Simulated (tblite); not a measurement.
Task: Give a GFN2-xTB geometry of InChI=1S/C2H7FNSi2/c1-4-6(3)5-2/h6H,1-2,5H2/t6-/m1/s1. (Doublet state.)

Result: 
```xyz
13
C2H7FNSi2 angstrom
C      2.686   -0.395    0.298
Si     1.331    0.480   -0.545
Si    -0.590   -0.844   -0.403
F     -0.612   -1.846   -1.666
N     -1.910    0.182   -0.745
C     -2.741    0.851   -0.091
H      2.871   -0.302    1.355
H      3.260   -1.168   -0.183
H      1.638    0.715   -1.960
H      1.044    1.768    0.106
H     -0.709   -1.773    0.717
H     -2.867    0.800    0.994
H     -3.404    1.532   -0.616
```

Orientation and origin are arbitrary. Atoms count from 1 in this order. C1 (carbon bonded to Si and 2 H) is almost planar (angles 122.8°, 122.3° and 114.1°, sum 359.3°, 0.06 Å off the plane of its three neighbours). Si3 (silicon bonded to F, N, Si and H) is distorted tetrahedral (angles from 101.8° to 118.3°). N5 (nitrogen bonded to C and Si) is bent (angle 136.9°). C6 (carbon bonded to N and 2 H) is planar (angles 124.8°, 119.2° and 116.0°, sum 360.0°, 0.00 Å off the plane of its three neighbours).

Bonds between heavy atoms (Å): C1–Si2 1.820, Si2–Si3 2.338, Si3–F4 1.612, Si3–N5 1.707, N5=C6 1.251.

The geometry is computed with GFN2-xTB (gas phase). This method treats the open shell by occupation alone, without spin polarisation.

Point group: C1 (no symmetry element, even within 0.4 Å). Its lowest GFN2-xTB frequency is 10 cm⁻¹, too small to tell a flat minimum from a shallow saddle. Torsions: H–C1–Si2–Si3 -87° and 82°, C1–Si2–Si3–F4 -88°, Si2–Si3–N5–C6 -96°.

One conformer stands for the species.
